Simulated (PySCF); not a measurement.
Computed with TPSSh-D3(BJ)/def2-TZVP // r2SCAN-D4/def2-SVP (PySCF). Isolated molecules, 0 K electronic values unless said otherwise. 

Reference species: [Zr(Cl)3(H)] (neutral, multiplicity 1).

```json
{
  "HOMO–LUMO gap": "5.41 eV",
  "coordination_number": "4"
}
```

Changed species: [Zr(Cl)4] (0 of 4 Cl replaced by H; the reference has 1 of 4 Cl replaced by H).

**Question.** Predict the effect on the HOMO–LUMO gap and coordination number.

**Answer.** the HOMO–LUMO gap goes up by 0.42 eV, to 5.83 eV; the coordination number hardly moves.
